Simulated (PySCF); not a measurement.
Compound: C₆H₁₁FO (charge +1 and doublet state).
Cartesian coordinates in Å at the GFN2-xTB level; atoms count from 1:
```xyz
19
C6H11FO angstrom
C     -2.1905    0.8998    0.7988
O     -0.8854    0.7442    0.2977
C     -0.4982   -0.3518   -0.2980
C     -1.4240   -1.4802   -0.5244
C      0.8394   -0.4075   -0.6984
C      1.8016    0.6505   -0.3823
C      2.4106    0.3940    1.0317
F      1.4143    0.4229    1.9552
H     -2.4459    0.1044    1.5052
H     -2.2088    1.8633    1.3061
H     -2.9273    0.8951   -0.0113
H     -1.7907   -1.8666    0.4310
H     -0.9447   -2.2887   -1.0663
H     -2.3060   -1.1506   -1.0791
H      1.1910   -1.3078   -1.1796
H      1.3161    1.6274   -0.3419
H      2.6360    0.6542   -1.0829
H      2.8884   -0.5878    1.0875
H      3.1145    1.1945    1.2739
```

The hyperfine couplings belong to this conformer and change with its torsions.

The species is `CO[C+](C)[CH]CCF` [radical] (charge +1).

Theory: UKS B3LYP, pcH-1 on C F H O, non-relativistic, mean-field spin-orbit, GIAO (PySCF). Geometry: GFN2-xTB, one conformer, isolated ion. Couplings are sensitive to structure, and on GFN2-xTB geometries they can be far from those on DFT ones, by a factor of two or more for some ions and for spin on atoms past the first row. The SCF solution wasn't tested for stability.

**Question.** Give the principal g shifts and their parts.

**Answer.** 
```tsv
Δg (ppm)	1	2	3
relativistic mass correction	-193	-193	-193
gauge correction	-1	41	30
orbital Zeeman/spin–orbit	-87	1445	3776
total	-280	1293	3613
```

So g = 2.00204, 2.00361, 2.00593 and g_iso = 2.00386; the tensor is rhombic: the two nearest values differ by 40 % of g3 − g1. Axes: g2 points within 10° of the C3–C4 bond.

**Question.** What effective moment and Curie constant follow for a powder?

**Answer.** With the mean of g² = 4.0155 and S(S+1) = 0.75: μ_eff = √(⟨g²⟩S(S+1)) = 1.735 μB and χT = 0.12505·⟨g²⟩·S(S+1) = 0.377 cm³ K/mol (cgs; spin-Hamiltonian part alone).

**Question.** What are the electron Larmor frequencies g μB B/h along the three axes at 350 mT?

**Answer.** 9.8074, 9.8151, 9.8264 GHz for g1, g2 and g3, a range of 19.1 MHz.

**Question.** How much does each term add to the isotropic shift?

**Answer.** The orbital-Zeeman/spin–orbit term 1712, the mass correction -193 and the gauge correction 23 ppm, for a total of 1542 ppm. The orbital-Zeeman/spin–orbit term is the largest in size. The mass correction is the same along every axis, so the anisotropy comes from the other two: their spans along these axes are 41 (gauge) and 3863 ppm (orbital Zeeman/spin–orbit).

**Question.** In a frozen sample, at which fields do the three g values resonate at 9.5, 34, 94 and 263 GHz (hyperfine left aside), and which band first spreads them over more than twice a line width of 0.5 mT?

**Answer.** 
```tsv
band	GHz	B(g3) mT	B(g2) mT	B(g1) mT	spread mT
X	9.5	338.37	338.76	339.03	0.66
Q	34.0	1211.02	1212.42	1213.37	2.36
W	94.0	3348.11	3351.99	3354.62	6.51
J	263.0	9367.59	9378.44	9385.81	18.22
```

The spread grows in proportion to the frequency. Q band is the first where it exceeds 1.0 mT.

The largest Mulliken spin populations are on C5 (+0.61), O2 (+0.20) and C3 (+0.12). The angles at C5 add up to 359.8°, so it is planar.

The HOMO–LUMO gaps are 6.25 eV among the α and 3.84 eV among the β orbitals.

The run took 2.5 min wall (with the writing of density and orbital grids) on an Arm Neoverse N1 with one thread (shared host), and the process peaked at 1.1 GiB of memory.
